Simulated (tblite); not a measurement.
C5H9NP2S.
Structure used (GFN2-xTB), in Å, numbered top down from 1:
```
atom  x, y, z in Å
N1    -0.9975   -1.0133    1.4307
P2    -0.7950    0.5536    0.7604
C3    -1.3281    0.0862   -0.9634
P4    -3.1849   -0.0209   -0.9342
C5     1.0031    0.4424    0.4686
C6     1.7201   -0.7534    0.1914
C7     3.0430   -0.5337    0.0138
S8     3.4568    1.1312    0.1765
C9     1.8175    1.5322    0.4967
H10   -1.9761   -1.2876    1.3686
H11   -0.7399   -1.0116    2.4148
H12   -0.9895    0.8440   -1.6727
H13   -0.9037   -0.8878   -1.2230
H14   -3.3949    1.3528   -0.8434
H15   -3.3558   -0.0155   -2.3178
H16    1.2534   -1.7201    0.1413
H17    3.8153   -1.2440   -0.2075
H18    1.5473    2.5520    0.6876
```

Computed with GFN2-xTB (tblite): harmonic, unscaled wavenumbers at the GFN2-xTB geometry, gas phase. Errors from tens to a few hundred cm⁻¹ against measured bands are possible. Modes of hydrogen on phosphorus can be 10 to 20 % off. One conformer, not necessarily the lowest.

Harmonic wavenumbers (cm⁻¹): 37.4, 60.2, 66.9, 141.9, 151.2, 166.6, 208.9, 236.6, 289.6, 332.7, 407.3, 447.1, 561.8, 611.9, 653.0, 682.7, 743.3, 745.7, 754.9, 794.9, 807.8, 840.6, 845.9, 857.1, 863.2, 872.1, 887.2, 941.1, 1038.0, 1070.2, 1086.6, 1107.6, 1134.3, 1154.5, 1332.0, 1376.9, 1443.5, 1469.1, 1527.7, 2274.6, 2338.5, 2929.4, 2948.8, 3136.2, 3157.1, 3158.7, 3329.8, 3360.2.

A = 2659, B = 461.6, C = 449.1 MHz; mass 176.993 u (most abundant isotopes); point group C1, symmetry number 1.

Q: Zero-point energy?

A: ½Σν̃ = 27692 cm⁻¹ = 331.26 kJ/mol.

Q: Give the ideal-gas entropy at 273.15 K and 1 bar in the rigid-rotor, harmonic-oscillator model (classical rotation).

A: Translation 171.59, rotation 127.55, vibration 133.06: S = 432.2 J/(mol K).

Q: And Cp and H(273.15 K) − H(0)?

A: Cp = 166.89 J/(mol K), of which vibrations give 133.63 (their classical limit is 48 R = 399.1); H(273.15 K) − H(0) = 27.81 kJ/mol without the zero-point energy, 18.73 from vibrations.

Q: Which modes carry the vibrational entropy at 273.15 K?

A: 37.4 cm⁻¹: 21.84; 60.2 cm⁻¹: 17.90; 66.9 cm⁻¹: 17.03; 141.9 cm⁻¹: 10.93; 151.2 cm⁻¹: 10.42; 166.6 cm⁻¹: 9.66 J/(mol K); the other 42 give 45.28 together.

Q: How do the functions run with temperature in this model?

A: 
```json
{"T (K)": "150", "S (J/(mol K))": "351.6", "Cp (J/(mol K))": "108.8", "H − H(0) (kJ/mol)": "10.90", "G − H(0) (kJ/mol)": "-41.84", "ln q(vib)": "3.97"}
{"T (K)": "250", "S (J/(mol K))": "417.9", "Cp (J/(mol K))": "155.7", "H − H(0) (kJ/mol)": "24.08", "G − H(0) (kJ/mol)": "-80.40", "ln q(vib)": "7.06"}
{"T (K)": "298.15", "S (J/(mol K))": "447.3", "Cp (J/(mol K))": "178.7", "H − H(0) (kJ/mol)": "32.13", "G − H(0) (kJ/mol)": "-101.24", "ln q(vib)": "8.51"}
{"T (K)": "400", "S (J/(mol K))": "506.0", "Cp (J/(mol K))": "221.5", "H − H(0) (kJ/mol)": "52.59", "G − H(0) (kJ/mol)": "-149.83", "ln q(vib)": "11.55"}
{"T (K)": "600", "S (J/(mol K))": "607.9", "Cp (J/(mol K))": "279.9", "H − H(0) (kJ/mol)": "103.23", "G − H(0) (kJ/mol)": "-261.51", "ln q(vib)": "17.30"}
{"T (K)": "900", "S (J/(mol K))": "732.0", "Cp (J/(mol K))": "330.7", "H − H(0) (kJ/mol)": "195.54", "G − H(0) (kJ/mol)": "-463.24", "ln q(vib)": "25.16"}
```

q(vib) and H(0) count from the zero-point level.

Hindered rotation and anharmonicity are outside this model. Other conformers, if any are populated, would add a mixing term that is left out. The structure is chiral; the term R ln 2 for an equal mix with its mirror image is left out.
